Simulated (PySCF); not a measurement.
## Telling isomers of C6H10N2Si apart by NMR

[PySCF 2.14.0 with density-fitted response routines: PBE0-D3(BJ)/def2-SVP structure; shieldings: GIAO PBE0/pcSseg-1; rapidly exchanging positions averaged; non-relativistic; a single conformation; no solvent model]

Chemical shifts δ = σref − σ; 1H, 13C vs TMS, all at this level. Where no couplings were computed, multiplicities follow the n + 1 count of equivalent neighbours, and m marks all less simple cases (inequivalent or close neighbours, rings, F or P nearby). Shifts are as computed. Against solution values, carbons near 30 ppm lie about +2 ppm off and those near 130 ppm about +5 ppm. Of 1309 compounds with measured shifts, 239 miss one by over three times the rms of a fit or turn the order of signals round; such compounds aren't used in these exercises. OH and NH positions are gas-phase values without hydrogen bonding to other molecules.

(1) Tabulate the signals of `N[SiH2]Nc1ccccc1`, `N[SiH](N)c1ccccc1`, `C=CCc1cncn1[SiH3]` and their relative energies.

(2) What is the quickest way to tell N[SiH2]Nc1ccccc1 from C=CCc1cncn1[SiH3]?

(3) What is the quickest way to tell N[SiH](N)c1ccccc1 from C=CCc1cncn1[SiH3]?

(4) What is the quickest way to tell N[SiH2]Nc1ccccc1 from N[SiH](N)c1ccccc1?

Answers

(1) 
| SMILES | carbon types | δC | δH | E rel. (kcal/mol) |
| --- | --- | --- | --- | --- |
| N[SiH2]Nc1ccccc1 | 1×C 5×CH | 151.0, 134.9, 122.4, 119.4 | 7.23 (m, 2H), 6.78 (t, 1H), 6.61 (d, 2H), 5.24 (s, 2H), 2.90 (br s, 1H), 0.51 (br s, 2H) | 9.1 |
| N[SiH](N)c1ccccc1 | 1×C 5×CH | 145.1, 139.5, 135.7, 133.2 | 7.81 (d, 2H), 7.45 (m, 1H), 7.44 (m, 2H), 5.23 (s, 1H), 0.51 (br s, 4H) | 0.0 |
| C=CCc1cncn1[SiH3] | 1×C 3×CH 2×CH2 | 148.0, 146.0, 136.3, 136.2, 126.9, 34.8 | 7.24 (m, 1H), 7.04 (m, 1H), 5.97 (m, 1H), 5.67 (m, 1H), 5.52 (m, 1H), 4.94 (s, 3H), 3.49 (d, 2H) | 52.1 |

Energies are electronic energies at PBE0/pcSseg-1 on these geometries, without zero-point or thermal terms, each for the one conformer computed, which needn't be the lowest.

(2) Count the carbon signals: 4 against 6. The first has an aromatic CH at 119.4 ppm, the second a terminal =CH2 carbon at 126.9 ppm. Their most deshielded carbons lie at 151.0 and 148.0 ppm.

(3) Count the carbon signals: 4 against 6. The first has a substituted aromatic carbon (C) at 145.1 ppm, the second a terminal =CH2 carbon at 126.9 ppm. Their most deshielded carbons lie at 145.1 and 148.0 ppm. In the proton spectra the most deshielded non-exchanging signals are 7.81 (d, 2H) and 7.24 (m, 1H).

(4) Both give the same number of carbon signals, with the same numbers of each carbon type, so the positions decide. The first has an aromatic CH at 119.4 ppm, the second a substituted aromatic carbon (C) at 145.1 ppm. Their most deshielded carbons lie at 151.0 and 145.1 ppm. In the proton spectra the most deshielded non-exchanging signals are 7.23 (m, 2H) and 7.81 (d, 2H).
